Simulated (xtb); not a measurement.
AlGeH5O3, SMILES [OH][Al]([OH])[O][GeH3]. All values are semi-empirical tight-binding results from xtb (GFN2-xTB unless named), good for trends rather than for accurate numbers. Coordinates come from a GFN2-xTB optimisation. The structure was generated by enumeration; whether it is a known compound was not checked. Other conformers were not sampled.

A frequency run showed that this geometry is not a minimum.

For metal compounds this method's bond lengths and energies can be far off.

orbital gap: 4.63 eV
